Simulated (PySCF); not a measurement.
C₂H₇AlS, SMILES [CH3][Al]([CH3])[SH] (PBE0/def2-SVP optimised geometry):

```
11

Al    -0.074     0.273     0.000
C      1.878     0.273     0.000
H      2.308     1.287    -0.016
H      2.272    -0.273    -0.875
H      2.271    -0.244     0.893
C     -1.192    -1.333    -0.018
H     -1.690    -1.453    -0.996
H     -1.992    -1.289     0.739
H     -0.606    -2.248     0.164
S     -1.045     2.248     0.000
H     -2.308     1.767     0.001
```

Calculation: PySCF 2.14.0 with PBE0/def2-TZVP.

Q: What are the frontier orbital energies and the dipole moment?

A: HOMO-2 -8.17 eV, HOMO-1 -7.95 eV, HOMO -7.45 eV, LUMO -0.47 eV, LUMO+1 0.10 eV; dipole moment 1.69 D.

Meta-Löwdin charges at PBE0/def2-TZVP: Al1 0.79, C2 -0.66, H3 0.13, H4 0.13, H5 0.13, C6 -0.66, H7 0.13, H8 0.13, H9 0.13, S10 -0.36, H11 0.11.
